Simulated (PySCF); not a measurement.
**Core-level binding energies of `CC(C)[SiH2][GeH3]`**

Species: C₃H₁₂GeSi.
SMILES with atom numbers: `[CH3:1][CH:2]([CH3:3])[SiH2:4][GeH3:5]`

The calculation used PySCF 2.14.0, delta-SCF UKS SCAN, pcX-2 on the ionised atom, pcseg-1 elsewhere, spin-free X2C. Binding energies are ΔSCF values: E(core-ionised, relaxed orbitals) − E(ground state) at a fixed geometry, referred to the vacuum level.

Task: What binding energy does each computed site have?

Result: 
```json
{"atom(s)": "Si4", "bonded to": "C, 2 H and Ge", "level": "Si 2p3/2", "binding energy (eV)": "106.15", "2p1/2 (eV)": "106.77", "above the level's lowest (eV)": "0.00", "count": "1"}
{"atom(s)": "C2", "bonded to": "2 C, H and Si", "level": "C 1s", "binding energy (eV)": "290.19", "2p1/2 (eV)": "–", "above the level's lowest (eV)": "0.00", "count": "1"}
{"atom(s)": "C1/C3", "bonded to": "C and 3 H", "level": "C 1s", "binding energy (eV)": "290.59", "2p1/2 (eV)": "–", "above the level's lowest (eV)": "+0.40", "count": "2"}
{"atom(s)": "Si4", "bonded to": "C, 2 H and Ge", "level": "Si 1s", "binding energy (eV)": "1845.87", "2p1/2 (eV)": "–", "above the level's lowest (eV)": "0.00", "count": "1"}
```

The listed C 1s values span 0.40 eV, from C2 (bonded to 2 C, H and Si) to C1/C3 (bonded to C and 3 H).

Task: Which photon energy gives electrons from C 1s of C2 a kinetic energy of 20 eV, and what is their de Broglie wavelength?

Result: hν = 290.19 + 20 = 310.19 eV, recoil neglected; λ = 12.264 Å/√(E/eV) = 2.74 Å.

Task: Give the binding energy of C 1s of C2 in hartree and in kJ/mol.

Result: 290.19 eV = 10.6643 Eh = 27999 kJ/mol.

The first atom of each set that the bonding makes equivalent was ionised and stands for the set. Spin–orbit and ligand-field terms were added within each 2p shell after the spin-free SCF. 2p1/2 minus 2p3/2 (ligand field included): Si 0.62 eV. No level of germanium is listed. Geometry: PBE0-D3(BJ)/def2-SVP, one conformer, isolated molecule.

The run took 39 s of wall time on Arm Neoverse V2, one thread (shared host).

The values belong to the conformer `[CH3:1][CH:2]([CH3:3])[SiH2:4][GeH3:5]`: C1–C2–Si4–Ge5 -63°.
